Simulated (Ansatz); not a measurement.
Start from `N[SiH2]OC[SiH3]` and change one atom or group to get `FCOC[SiH3]`.

Ansatz, PBE0-D4/def2-TZVP geometries, multiplicity 1. Each molecule was computed in one conformer, which needn't be the lowest.

```
                                      property  `N[SiH2]OC[SiH3]`
             LUMO energy (PBE/def2-TZVPP) / eV              -0.28
size of the dipole moment (PBE/def2-TZVPP) / D               0.73
           HOMO energy (B3LYP/def2-TZVPP) / eV              -7.58
             HOMO energy (PBE/def2-TZVPP) / eV              -6.41
          HOMO–LUMO gap (PBE0/def2-TZVPP) / eV               8.38
         LUMO energy (ωB97M-V/def2-TZVPP) / eV               2.06
```

**Question.** What does the change do to each property? (Best estimate.)

**Answer.** The calculation gave: 
```json
{"property": "LUMO energy (PBE/def2-TZVPP) / eV", "`FCOC[SiH3]`": "-0.14", "shift": "0.14"}
{"property": "size of the dipole moment (PBE/def2-TZVPP) / D", "`FCOC[SiH3]`": "1.76", "shift": "1.03"}
{"property": "HOMO energy (B3LYP/def2-TZVPP) / eV", "`FCOC[SiH3]`": "-7.77", "shift": "-0.19"}
{"property": "HOMO energy (PBE/def2-TZVPP) / eV", "`FCOC[SiH3]`": "-6.54", "shift": "-0.13"}
{"property": "HOMO–LUMO gap (PBE0/def2-TZVPP) / eV", "`FCOC[SiH3]`": "8.65", "shift": "0.27"}
{"property": "LUMO energy (ωB97M-V/def2-TZVPP) / eV", "`FCOC[SiH3]`": "2.17", "shift": "0.11"}
```

With PBE0 the HOMO falls by 0.15 eV and the LUMO rises by 0.12 eV, so the gap widens by about 0.27 eV. PBE moves the HOMO by -0.13 eV and ωB97M-V by -0.08 eV. Dipoles are sizes alone; their direction can turn.

B3LYP here is the variant with VWN-RPA as its local correlation; programs differ in this.
